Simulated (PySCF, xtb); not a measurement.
C2H3AlClF, SMILES C=[CH][Al]([F])[Cl]. The values are those of a single conformer.

Harmonic wavenumbers (cm⁻¹) from GFN2-xTB in xtb 6.7.1 at its own minimum, in rising order: 77, 99, 157, 208, 273, 439, 461, 670, 781, 924, 969, 1031, 1220, 1397, 1622, 2975, 3044, 3069.

Question: What does PBE0-D3(BJ)/def2-SVP in PySCF 2.14.0 give at its own minimum? (Estimate from the structure and the level; the computed values follow.)

Answer: 87, 104, 204, 227, 306, 476, 479, 700, 895, 993, 1019, 1055, 1263, 1418, 1662, 3129, 3163, 3225. Paired by order, the mean absolute difference is 55 cm⁻¹ and the zero-point energies are 27.8 and 29.2 kcal/mol.
